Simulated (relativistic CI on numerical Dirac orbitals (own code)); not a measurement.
F I: what numerical and physical settings do to a radial Dirac CI calculation

Reference input:

```
atom F  Z=9  charge=0  electrons=9
nucleus A=19  rms_radius_fm=2.8976
hamiltonian dirac-coulomb  breit=on  qed=on  c_scale=1
orbitals kli  potential=per-configuration
slater_scale 1
correlation none
mixing on
grid step=0.0125 r_max=102.8
scf mixing=0.4 start=green max_iterations=150 tolerance=2e-08 node_fill=0.05
configurations
  [He] 2s2 2p5
  [He] 2s 2p6
  [He] 2s2 2p4 3s
end
```

Computed lowest total energy -99.48150 Ha, first excitation 393.1 cm⁻¹, 30 SCF steps. Runs with settings changed; * marks those that are bad on purpose (the QED terms keep the true α when c is scaled):

```
                                                              Changed    Outcome   Lowest level   ΔE (Ha)  First excitation (cm⁻¹)  SCF steps                                     Message
end of the grid at 308.4 bohr, Slater scale 0.6, speed of light × 0.8  converged  2s²2p⁵ ²P°3/2   -0.0458                    607.3         30                                            
                                                       grid step 0.02  converged  2s²2p⁵ ²P°3/2  1.35e-05                    393.1         30                                            
                                                        QED terms off  converged  2s²2p⁵ ²P°3/2   -0.0073                    391.7         30                                            
                                                  SCF tolerance 1e-10  converged  2s²2p⁵ ²P°3/2  2.13e-11                    393.1         36                                            
                                               speed of light × 0.2 *  converged  2s²2p⁵ ²P°3/2     -2.07                   9964.2         31                                            
                                                      grid step 0.6 *    refused                                                            0  the grid has 31 points, outside 40 to 4096
```

With so few configurations and no correlation, terms lie too far apart (by 10 to 50 % near neutrality), their order can be wrong, and levels of other configurations are missing.
